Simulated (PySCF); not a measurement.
This script is equivalent to a calculation on C²⁺ (carbon, charge +2).

```python
from pyscf import gto, scf, dft, mp, cc
import basis_set_exchange as bse
mol = gto.M(atom="C 0 0 0", charge=2, spin=0, symmetry="D2h",
            basis=gto.basis.parse(bse.get_basis("jorge-DZP-DKH", elements=["C"], fmt="nwchem", header=False)),
            nucmod="G")
mf = dft.UKS(mol, xc="B3LYP").sfx2c1e()
mf.irrep_nelec = {'Ag': (2, 2)}
mf.kernel()
```

**Question.** What total energy does it give?

**Answer.** -36.527 hartree (calculated).

**Question.** Which occupied shell lies highest, and where?

**Answer.** 2s, at -41.767 eV.
